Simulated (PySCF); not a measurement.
## C₆ coefficients of unlike pairs at PBE

Calculated with PySCF 2.14 from the dipole response of each species, C₆(A,B) = (3/π) ∫ α_A(iu) α_B(iu) du, in atomic units, from isotropic polarisabilities. For ions this is the dispersion term alone; charge-induced terms of lower order in 1/R come first.

| species | configuration | basis | relativity | α (bohr³) | C₆ (like pair) |
| --- | --- | --- | --- | --- | --- |
| Re²⁺ | [Xe] 4f14 5d5 (6S) | def2-TZVPPD with the def2 core potential (60 electrons) (6s5p3d2f1g) | core potential | 11.50 | 71.17 |
| Si | [Ne] 3s2 3p2 (3P) | aug-cc-pCVTZ-DK with one added diffuse shell each of s, p, d, f type (9s8p6d4f) | spin-free X2C | 41.87 | 343.8 |
| Tc³⁺ | [Kr] 4d4 (5D) | aug-cc-pVDZ-PP with ECP28MDF (5s5p4d2f) | core potential | 5.605 | 25.33 |
| Ar³⁺ | [Ne] 3s2 3p3 (4S) | aug-cc-pwCVDZ (6s5p3d) | none | 3.585 | 9.722 |

(1) Estimate C₆ for Si with Re²⁺.

No spin-orbit coupling is included.

The other pairs:

```tsv
pair	C₆
Ar³⁺, Tc³⁺	15.64
Ar³⁺, Re²⁺	26.17
Tc³⁺, Si	75.41
Ar³⁺, Si	48.08
Tc³⁺, Re²⁺	42.04
```

## Answers

(1) The integral gives 137.7. The combination rule 2 C_A C_B / (C_A α_B/α_A + C_B α_A/α_B) gives 138.4 and the geometric mean 156.4.
